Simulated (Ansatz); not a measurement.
Cost and result up the ladder for the cluster Si₄Cl₂ (6 atoms). The state is a singlet with charge 0. Geometry: B3LYP-D4/def2-SVP.

```xyz
6

Si    0.174    1.308   -0.026
Si   -0.176   -1.308    0.030
Si   -1.999    0.358    0.090
Si    1.997   -0.361   -0.094
Cl   -1.019    0.775   -2.103
Cl    1.023   -0.772    2.104
```

Ansatz on 4 threads of Arm Neoverse N1 on a shared host. Times are rough, and most runs start from the orbitals of an earlier one. No level here is sound enough to serve as a yardstick. Binding counts from free atoms at the same level (Si triplet, Cl doublet; other spins of the atoms weren't run), without zero-point energy or a counterpoise term.

B3LYP takes the VWN-RPA correlation. Correlated methods freeze 30 core orbitals. The structure comes from a short search, and lower isomers may exist.

Run but left out: HF/STO-3G (restricted singlet, unstable in another Hartree–Fock run and untested here).

Correlated methods converge slowly with the basis.

```csv
level,functions,wall time,binding energy per atom (eV),remarks
PBE-D4/def2-SVP,108,2 s,3.20,restricted SCF unstable in HF
PBE0-D4/def2-SVP,108,2.7 s,3.04,restricted SCF unstable in HF
PBE-D4/def2-TZVP (with forces),222,5.5 s,3.22,–
PBE-D4/def2-TZVPD,264,6 s,3.22,restricted SCF unstable in HF
MP2/def2-TZVP,222,7 s,3.00,restricted SCF unstable
B3LYP-D4/def2-TZVP,222,8 s,2.97,restricted SCF unstable in HF
PBE0-D4/def2-TZVP,222,8.5 s,3.09,restricted SCF unstable in HF
CAM-B3LYP-D4/def2-TZVP,222,9 s,2.87,restricted SCF unstable in HF
RPA@PBE/def2-TZVP,222,9.5 s,2.59,–
r2SCAN-D4/def2-TZVP,222,10 s,3.08,restricted SCF unstable in HF
PBE0-D4/def2-TZVPD,264,12 s,3.09,restricted SCF unstable in HF
r2SCANh-D4/def2-TZVP,222,13 s,3.03,restricted SCF unstable in HF
B3LYP-D4/def2-TZVPD,264,14 s,2.97,restricted SCF unstable in HF
CCSD(T)/def2-TZVPP,252,3.4 min,2.84,restricted SCF unstable
```
